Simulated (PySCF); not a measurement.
Working out the ionisation energy of Ne²⁺

Ne²⁺ [He] 2s2 2p4 (3P) → Ne³⁺ [He] 2s2 2p3 (4S). Computed with PySCF 2.14 in aug-cc-pCVTZ-DK (7s6p4d2f, 59 functions), with scalar relativity by spin-free X2C-1e. Frozen: 1s2. Energies in hartree (1 hartree = 27.21139 eV):

```json
{"part": "UHF", "Ne²⁺ (lower)": "-126.505434", "Ne³⁺ (upper)": "-124.234276"}
{"part": "CCSD correlation", "Ne²⁺ (lower)": "-0.165404", "Ne³⁺ (upper)": "-0.119350"}
{"part": "(T)", "Ne²⁺ (lower)": "-0.001682", "Ne³⁺ (upper)": "-0.000985"}
```

Q: What does Hartree-Fock give?

A: (-124.234276) − (-126.505434) = 2.271158 hartree = 61.801 eV.

Q: What do CCSD and CCSD(T) give?

A: The CCSD correlation energies differ by 0.046054 hartree = 1.253 eV and the triples by 0.000697 hartree = 0.019 eV, so CCSD gives 63.054 eV and CCSD(T) 63.073 eV.

A first-order spin-orbit estimate adds 0.037 eV to CCSD(T) (valence), giving 63.110 eV against 63.423 eV (measured; NIST Atomic Spectra Database, ionization energies).

What remains against the reference includes basis incompleteness, the frozen core and higher excitations.
